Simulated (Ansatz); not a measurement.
Sn₂S₄⁺. Charge 1, multiplicity 2. Geometry PBE-D4/def2-SVP, that of the neutral singlet; atoms count from 1.

```xyz
6

Sn   -0.6643    0.7368   -1.6396
Sn    0.6612   -0.7400    1.6439
S    -0.6150    1.4541    0.9368
S     0.6206   -1.4532   -0.9342
S    -1.8294   -0.1641    1.6646
S     1.8269    0.1663   -1.6716
```

In the def2 sets Sn takes a core potential; there is no spin–orbit coupling. The structure comes from a short search, and lower isomers may exist.

(1) Estimate the Mulliken populations from the PBE0/def2-TZVP orbitals of Ansatz.

(2) Where does the spin sit?

(3) And the Mayer bond orders between heavy atoms (over 0.3)?

## Answers

(1) 
| atom | charge (e) | spin (α − β) |
| --- | --- | --- |
| Sn1 | 0.66 | -0.04 |
| Sn2 | 0.66 | -0.03 |
| S3 | -0.11 | 0.12 |
| S4 | -0.11 | 0.12 |
| S5 | -0.05 | 0.41 |
| S6 | -0.05 | 0.42 |
Mulliken values depend strongly on the basis.

(2) Summed by element: Sn -0.07, S 1.07, of 1 unpaired in all. Largest on single atoms: S6 0.42, S5 0.41, S4 0.12.

(3) Sn1–S3 0.60 (2.67 Å); Sn1–S4 0.62 (2.64 Å); Sn1–S6 0.83 (2.56 Å); Sn2–S3 0.62 (2.63 Å); Sn2–S4 0.60 (2.68 Å); Sn2–S5 0.83 (2.56 Å); S3–S5 1.17 (2.15 Å); S4–S6 1.18 (2.15 Å).
